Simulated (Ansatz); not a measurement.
Two structures of GaNH$_{4}$, singlet, reached by relaxing down either side of one saddle point (PBE0-D4/def2-TZVP). Energies are electronic, without zero-point energy. Computed with Ansatz 0.2.0 (basis: def2-TZVPP and def2-QZVPP); correlated methods freeze the cores. Filled d shells of the heavier atoms are correlated. The def2 sets are not built for correlating such inner shells, so the correlated values are less sure here. Extrapolation: Hartree–Fock as exp(−7.88 √X), correlation as X^−2.97. First:

Ga1  (0.112, -0.751, 0.403)
H2  (1.497, -0.981, 1.086)
N3  (-0.125, 0.832, -0.447)
H4  (0.575, 1.552, -0.500)
H5  (-1.089, -1.749, 0.381)
H6  (-0.971, 1.096, -0.923)
(Å)

Second:

```
atom    x (Å)    y (Å)    z (Å)
 Ga1  -0.9147  -0.5656  -0.1094
  H2   2.0101  -0.2613   0.9556
  N3  -0.6252   0.9872  -0.7282
  H4   1.7120   0.3037   0.5636
  H5  -0.8356  -1.9327   0.5731
  H6  -1.3466   1.4687  -1.2548
```

(1) Which bonds change from the first to the second?

(2) Give the saddle point's structure and its height above each. (An estimate is asked for; the value comes from the calculation.)

No T1 diagnostic of these runs exceeds 0.025. The restricted Hartree–Fock reference is unstable towards an unrestricted one at one or more of these structures.

Answers

(1) GaNH₄ ([NH2][GaH2]) → GaNH₂ ([NH][GaH]) + H₂; bonds formed: H2–H4; bonds broken: Ga1–H2, N3–H4.

(2) By the calculation: 3.328 eV above the first and 0.803 eV above the second (CCSD(T) at an estimated basis limit (MP2 extrapolated from triple and quadruple zeta, plus CCSD(T) − MP2 in triple zeta)).
Ga1  (-0.418, -0.679, 0.150)
H2  (1.377, -0.163, 0.647)
N3  (-0.235, 0.922, -0.535)
H4  (1.000, 0.542, 0.156)
H5  (-0.818, -2.083, 0.652)
H6  (-0.907, 1.462, -1.070)
(Å)

Labels in which every atom is bracketed show which atoms are joined, not bond orders.

For scale, one of the runs: CCSD(T)/def2-TZVPP, 135 basis functions, launched by `ansatz run in.yaml --threads 2 --pin off --events-out ev --progress --plain --max-ram 4352MiB`. Hardware: 2 CPU threads of an Intel Xeon 6975P-C, shared host. Wall time 7 s; peak host memory 0.76 GiB.
